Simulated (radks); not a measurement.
All-electron atom: Pm31+ in [Ar] 3d10 4s2.

Calculated with a radial shooting solver on a logarithmic mesh with Libxc functionals: scalar-relativistic Kohn-Sham, BLYP, spin-polarised, spherical densities, finite nucleus; Fermi nuclear charge, rms radius 4.962 fm.

Energy parts (hartree):
part                       energy
total                  -9506.9153
kinetic                10170.5158
electron-nucleus      -21744.7358
Hartree                 2255.9262
exchange-correlation    -188.6215

Orbitals (lengths in bohr, moments of r in powers of bohr; r(max) is where P^2 peaks):
| orbital | occ. | eigenvalue (hartree) | <r^4> | <r> | r(max) |
|---|---|---|---|---|---|
| 1s | 2 | -1697.493 | 1.416e-06 | 0.02318 | 0.01479 |
| 2s | 2 | -310.9774 | 0.0002273 | 0.09878 | 0.08372 |
| 2p | 6 | -282.3968 | 0.0001675 | 0.08690 | 0.06752 |
| 3s | 2 | -98.28180 | 0.008412 | 0.2565 | 0.2366 |
| 3p | 6 | -89.28062 | 0.008599 | 0.2537 | 0.2312 |
| 3d | 10 | -77.23066 | 0.006637 | 0.2297 | 0.1886 |
| 4s | 2 | -45.92082 | 0.1298 | 0.5222 | 0.5123 |

The highest occupied level is 4s at -1249.6 eV. Summed over all electrons, <r^2> = 1.906 bohr^2, which gives a Langevin (diamagnetic) susceptibility term of -1.51 x 10^-6 cm^3/mol. The electron density at the nucleus is 5.152e+05 e/bohr^3 (large components only).
